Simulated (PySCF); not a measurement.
A run for PySCF: R-BP86/6-31G* on BS-, 2S+1 = 1, a spin state set in the input, which need not be the lowest, a point of a bond scan (R = 1.692 Å). Charge -1.

```python
from pyscf import gto, scf, dft, mp
from pyscf.data.elements import chemcore

mol = gto.M(
    atom='''
    B     0.00000000    0.00000000    0.00000000
    S     0.00000000    0.00000000    1.69203700
    ''',
    basis='6-31g*',
    cart=True,
    charge=-1, spin=0, verbose=3, max_memory=1800)
mf = dft.RKS(mol, xc='b88,p86')
mf.conv_tol = 1e-8
mf.max_cycle = 100
mf.kernel()
if not mf.converged:
    mf = mf.newton().run(mf.mo_coeff, mf.mo_occ)
```

Predict the final total energy.

-423.0493 hartree.
